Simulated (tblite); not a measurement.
Compound: C₇H₈NO (doublet state).
Structure used (GFN2-xTB), in Å, numbered top down from 1:
```xyz
17
C7H8NO angstrom
N      2.5896   -0.0364   -0.5388
C      1.7529   -0.7944    0.3866
C      0.3273   -0.3432    0.2611
C     -0.1403    0.7477    1.0125
C     -1.4074    1.2249    0.8531
C     -2.3185    0.6478   -0.1185
O     -3.4638    1.0831   -0.2875
C     -1.7917   -0.4664   -0.8854
C     -0.5200   -0.9215   -0.6985
H      2.2847   -0.1755   -1.4962
H      2.5464    0.9555   -0.3310
H      2.1346   -0.6257    1.3958
H      1.8569   -1.8537    0.1416
H      0.5218    1.1960    1.7418
H     -1.7776    2.0492    1.4442
H     -2.4515   -0.9199   -1.6100
H     -0.1503   -1.7555   -1.2808
```

Computed values, GFN2-xTB/tblite, gas phase, harmonic and unscaled. Errors from tens to a few hundred cm⁻¹ against measured bands are possible. One conformer, not necessarily the lowest. Open shells enter through the occupations alone, without spin polarisation, and single modes of such species can be off by tens of per cent.

Harmonic wavenumbers (cm⁻¹): 49.3, 80.3, 179.6, 254.7, 329.1, 335.6, 356.6, 442.6, 444.6, 517.7, 599.8, 701.0, 751.4, 758.4, 823.5, 841.2, 886.0, 918.0, 919.8, 927.6, 968.9, 1065.4, 1077.2, 1113.6, 1173.4, 1212.9, 1217.8, 1283.6, 1286.9, 1314.3, 1398.7, 1409.8, 1470.1, 1479.2, 1551.1, 1552.5, 1581.4, 2977.6, 2980.6, 3055.5, 3057.8, 3094.7, 3095.6, 3388.2, 3422.4.

A = 4358, B = 1014, C = 889.2 MHz; mass 122.061 u (most abundant isotopes); point group Cs, symmetry number 1; spin multiplicity 2.

Problem. What is the zero-point energy?

Solution. Half the sum of the wavenumbers: 29173 cm⁻¹ = 83.41 kcal/mol.

Problem. Entropy at 200 K, 1 bar (ideal gas, RRHO, classical rotation)?

Solution. Translation 38.35, rotation 27.60, vibration 13.22, spin (R ln 2) 1.38: S = 80.6 cal/(mol K).

Problem. And Cp and H(200 K) − H(0)?

Solution. Cp = 23.91 cal/(mol K), of which vibrations give 15.96 (their classical limit is 45 R = 89.4); H(200 K) − H(0) = 3.06 kcal/mol without the zero-point energy, 1.47 from vibrations.

Problem. How do the functions run with temperature in this model?

Solution. 
```tsv
T (K)	S (cal/(mol K))	Cp (cal/(mol K))	H − H(0) (kcal/mol)	G − H(0) (kcal/mol)	ln q(vib)
100	67.5	15.0	1.13	-5.62	1.19
300	92.1	33.8	5.94	-21.69	4.87
500	113.7	51.4	14.56	-42.30	9.03
800	141.8	67.5	32.64	-80.77	15.37
1000	157.6	74.2	46.85	-110.73	19.40
```

q(vib) and H(0) count from the zero-point level.

Problem. What must be added to the electronic energy to get the Gibbs energy at 200 K and 1 bar?

Solution. ZPE + [H(200 K) − H(0)] − T·S = 83.41 + 3.06 − 16.11 = 70.36 kcal/mol.

Hindered rotation and anharmonicity are outside this model. Other conformers, if any are populated, would add a mixing term that is left out.
